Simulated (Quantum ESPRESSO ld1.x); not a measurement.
Excited configurations of Tm III: one electron is placed in a higher orbital outside [Xe] 4f12. The ground configuration is [Xe] 4f13. All-electron calculation, non-relativistic Kohn-Sham, LDA (Slater exchange, Perdew-Wang correlation), spin-polarised, spherical densities, point nucleus; open shells are filled with parallel spins first; relativity is left out, which matters for an element this heavy. Program: ld1.x of Quantum ESPRESSO 7.5. Excitation = E - E(ground); binding = E(ion) - E, where the ion is the core of charge +3; n* = 3/sqrt(2 binding) in atomic units, and the quantum defect is n - n*.

outer orbital  excitation (eV)  binding (eV)  quantum defect  eigenvalue (eV)
6p                      14.934        15.542           3.193          -13.133
6f                      25.126         5.350           1.216           -4.469
7s                      20.386        10.091           3.516           -8.724
7p                      21.972         8.504           3.205           -7.310
7d                      24.398         6.078           2.512           -5.205
7f                      26.713         3.764           1.296           -3.211

The Delta-SCF ionisation energy is 30.477 eV (NIST Atomic Spectra Database: 23.66 eV, semi-empirical). Self-interaction in the functional shifts the binding energies and quantum defects, so they are the method's values and not measured ones. Relativity is left out here, which matters for elements this heavy. Open shells are spherical and high-spin; term and fine-structure splittings are not resolved.
